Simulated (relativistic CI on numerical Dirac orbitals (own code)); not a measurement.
# La²⁺: resonant inelastic scattering at the M4,5 edge

Computed with this model: Dirac-Coulomb-Breit CI, separate exchange-only KLI orbitals for each configuration, QED by a radiative potential, valence Slater integrals scaled by 0.8, Kramers-Heisenberg scattering through one core-hole configuration in a parametric crystal field; configurations [Xe] 4f → [Ar] 3d9 4s2 4p6 4d10 4f2 5s2 5p6; 300 K; core-hole width 0.36 eV; summed over polarisations. Incident energies are the highest absorption maxima for each field (at most a few, so the weaker spin-orbit partner edge can be absent), on the computed scale of the free ion. Intensities are in per cent of the strongest line above 0.02 eV; levels within 1 cm⁻¹ are merged; final levels count from the ground level, the first row holds all elastic scattering, lines under 0.4 are left out and each table stops after 24 rows. The scale of the Slater integrals is a model choice and moves the terms in proportion. The configuration is assumed, with all valence electrons in the open shell; the free ion's ground configuration is another.

Field parameters in Wybourne normalisation. The field is a parameter set, without covalency.

S is read from ⟨S²⟩ = S(S + 1).

D3d, B20 = 470, B40 = 190, B43 = -1010, B60 = -200, B63 = 60, B66 = -200 cm⁻¹:

```
Final level (eV)  Degeneracy  Irrep     S  833.2 eV  834.2 eV  850 eV
           0.000           2     Γ4  0.50      72.6     193.3   232.4
           0.029           2  Γ5+Γ6  0.50      25.7      43.1    87.2
           0.056           2     Γ4  0.50      26.3      47.2   100.0
           0.170           2     Γ4  0.50       3.2      18.6     8.8
           0.195           2     Γ4  0.50       2.6      18.0     9.0
           0.213           2  Γ5+Γ6  0.50       1.7      13.1     6.4
           0.234           2     Γ4  0.50       1.1      11.5    11.9
```

D4h, B20 = 750, B40 = 770, B44 = -900, B60 = -270, B64 = 50 cm⁻¹:

| Final level (eV) | Degeneracy | Irrep | S | 833.2 eV | 834.2 eV | 850 eV |
| --- | --- | --- | --- | --- | --- | --- |
| 0.000 | 2 | Γ7 | 0.50 | 64.5 | 170.5 | 198.8 |
| 0.037 | 2 | Γ7 | 0.50 | 27.1 | 44.3 | 100.0 |
| 0.064 | 2 | Γ6 | 0.50 | 18.9 | 28.6 | 68.1 |
| 0.180 | 2 | Γ7 | 0.50 | 3.0 | 18.1 | 5.9 |
| 0.184 | 2 | Γ6 | 0.50 | 3.3 | 22.1 | 11.8 |
| 0.232 | 2 | Γ7 | 0.50 | 1.2 | 10.2 | 6.4 |
| 0.243 | 2 | Γ6 | 0.50 | 0.5 | 6.8 | 7.7 |

For the first field the strongest loss at the lowest incident energy is the level at 0.06 eV (S = 0.50, against 0.50 in the thermal ground state).
